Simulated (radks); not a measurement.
Spherical jellium clusters: N electrons in a uniform positive sphere of charge N and radius rs N^(1/3), rs = 3.25 bohr. Calculated with a radial shooting solver with Libxc functionals: non-relativistic Kohn-Sham, PBE, spin-polarised, spherical densities. Levels are named by radial order and angular momentum (1s, 1p, 1d, 2s, ...), and open shells are averaged over m.

N = 28, configuration 1s2 1p6 1d10 2s2 1f(up 7, down 1). This is the lowest configuration that the search found. Occupied levels:

| level | occupation | eigenvalue (eV) | <r> (bohr) |
|---|---|---|---|
| 1s up | 1 | -6.8428 | 6.008 |
| 1s down | 1 | -6.7088 | 5.554 |
| 1p up | 3 | -5.8685 | 7.161 |
| 1p down | 3 | -5.5695 | 6.843 |
| 1d up | 5 | -4.6546 | 7.928 |
| 1d down | 5 | -4.2405 | 7.740 |
| 2s up | 1 | -4.1082 | 6.382 |
| 2s down | 1 | -3.8602 | 6.604 |
| 1f up | 7 | -3.2320 | 8.582 |
| 1f down | 1 | -2.7491 | 8.504 |

Energy (eV): total -48.8132, kinetic 72.892, external -2552.0, Hartree 1257.0, exchange-correlation -123.78, background 1297.0.
